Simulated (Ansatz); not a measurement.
C2H8OSi2 can be A, `[SiH3][SiH]1COC1`, or B, `C1O[SiH2]C[SiH2]1`.

Gas-phase electronic energies from Ansatz, PBE0-D4/def2-TZVP geometries. CCSD(T)/CBS adds triple-zeta CCSD(T) − MP2 to the extrapolated MP2 energy (def2 sets, frozen cores). DFT in def2-TZVPP. B3LYP here is the variant with VWN-RPA as its local correlation; programs differ in this.

Question: Which is lower in electronic energy at CCSD(T)/CBS, and by how much? (Estimate.)

Answer: Ansatz gave: B, by 62.9 kcal/mol.

Question: Give E(B) − E(A) in kcal/mol with CCSD/def2-TZVPP, B3LYP, CCSD(T)/def2-TZVPP, ωB97M-V, MP2/def2-TZVPP, PBE-D4, PBE0-D4. (Estimate.)

Answer: The calculation gave: CCSD/def2-TZVPP -62.5, B3LYP -59.6, CCSD(T)/def2-TZVPP -61.9, ωB97M-V -63.3, MP2/def2-TZVPP -65.6, PBE-D4 -55.7, PBE0-D4 -59.1. None reverses the order clearly.

Question: Does the order hold for the free energy at 298.15 K (harmonic terms from PBE0-D4)? (Estimate.)

Answer: The calculation gave: Yes: G(B) − G(A) = -61.2 kcal/mol. Modes under 60 cm⁻¹, often nearly free rotors, make the harmonic entropy too high.

Largest T1 diagnostic: 0.013.

At CCSD(T), def2-SVP lies +5.3 kcal/mol from the extrapolated value and def2-TZVPP +1.0 kcal/mol. From r2SCAN to r2SCAN0 (25 % exact exchange), in def2-TZVPP and without D4, E(B) − E(A) moves by −1.8 kcal/mol.
